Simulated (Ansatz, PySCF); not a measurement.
Molecule: sum formula BNH2F, charge 0, multiplicity 2. It need not be the lowest isomer of its formula. 
Coordinates optimised at B3LYP-D3(BJ)/def2-TZVP (Ansatz, a program for electronic structure):
SMILES: FB[NH]
```xyz
5

B     -0.3380     0.0907    -0.2603
F      0.1698     1.0668     0.4915
H     -1.2966     0.3183    -0.9451
N      0.1203    -1.2294    -0.1846
H      0.6159    -1.7671    -0.8846
```
Charge 0, spin multiplicity 2.

Wanted: atomisation energy (electronic, to ground-state atoms); the coupled-cluster value holds the core correlation from cc-pwCVTZ, in kJ/mol. Correlated levels leave the core frozen unless marked. Open shells are spin-unrestricted. No spin-orbit coupling. Non-relativistic. CBS marks a two-point X^-3 extrapolation of the correlation energy; Hartree-Fock from the larger set. [CCSD(T)-MP2]/basis is that difference in the basis named.

Level to compare with: RI-MP2/CBS(aug-cc-pVTZ,aug-cc-pVQZ)+[CCSD(T)-MP2]/aug-cc-pVTZ plus the core term (Ansatz), 1814.1 kJ/mol. It is a level with limits of its own, and the differences hold the functionals' basis error too.

Task: Rank these functionals by how close they come to RI-MP2/CBS(aug-cc-pVTZ,aug-cc-pVQZ)+[CCSD(T)-MP2]/aug-cc-pVTZ, closest first: PBE0/def2-TZVPD (Ansatz); TPSS/def2-TZVPD (PySCF); BHLYP/def2-TZVPD (Ansatz); B3LYP/def2-TZVPD (Ansatz).

Result: PBE0/def2-TZVPD (global hybrid, 1823.0 kJ/mol, difference 8.9), B3LYP/def2-TZVPD (global hybrid, 1833.0 kJ/mol, difference 18.9), TPSS/def2-TZVPD (meta-GGA, 1838.4 kJ/mol, difference 24.3), BHLYP/def2-TZVPD (global hybrid, 1765.1 kJ/mol, difference -49.0)
